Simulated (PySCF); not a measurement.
**Dipole polarisabilities along group 10, charge +2**

Calculated with PySCF 2.14 for the ground configurations, without spin-orbit coupling: coupled response for Hartree-Fock and DFT. Mean α in bohr³, C₆ of like pairs in atomic units.

```csv
species,α UHF,α PBE,α PBE0,C₆ UHF,C₆ PBE,C₆ PBE0
"Ni(2+) [Ar] 3d8 (aug-cc-pVTZ with one added diffuse shell each of s, p, d, f, g type, non-relativistic)",2.631,3.463,3.147,7.194,9.671,8.769
"Pd(2+) [Kr] 4d8 (aug-cc-pVTZ-PP with one added diffuse shell each of s, p, d, f, g type with ECP28MDF, ECP)",6.068,7.017,6.688,31.33,36.95,35.03
"Pt(2+) [Xe] 4f14 5d8 (aug-cc-pVTZ-PP with one added diffuse shell each of s, p, d, f, g type with ECP60MDF, ECP)",8.765,9.814,9.448,56.29,63.99,61.36
```
